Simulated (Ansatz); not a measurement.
Two isomers of C2H8SSi2: A = `C=C(S)[SiH2][SiH3]`, B = `S[SiH]1C[SiH2]C1`.

Computed with Ansatz on PBE0-D4/def2-TZVP structures; ΔE is electronic, products minus reactants. CBS: MP2 limit from def2 TZ/QZ plus the TZ coupled-cluster correction, frozen cores. Functionals use def2-TZVPP. B3LYP here is the variant with VWN-RPA as its local correlation; programs differ in this. Each species was taken in one conformer, which may not be the lowest.

Question: Which is lower in electronic energy at CCSD(T)/CBS, and by how much? (Best estimate.)

Answer: Ansatz gave: B, by 207.0 kJ/mol.

Question: Give E(B) − E(A) in kJ/mol with PBE-D4, B3LYP, HF/def2-TZVPP, CCSD/def2-TZVPP, MP2/def2-TZVPP, PBE0-D4, B3LYP-D4. (Best estimate.)

Answer: Ansatz gave: PBE-D4 -197.3, B3LYP -186.0, HF/def2-TZVPP -189.4, CCSD/def2-TZVPP -203.2, MP2/def2-TZVPP -220.4, PBE0-D4 -214.2, B3LYP-D4 -187.6. None reverses the order clearly.

Largest T1 diagnostic: 0.013.

From PBE to PBE0 (25 % exact exchange), in def2-TZVPP and without D4, E(B) − E(A) moves by −17.3 kJ/mol. In def2-TZVPP, CCSD(T) changes the Hartree–Fock value by −11.4 kJ/mol (the triples alone add +2.3 kJ/mol) and MP2 by −31.0 kJ/mol.
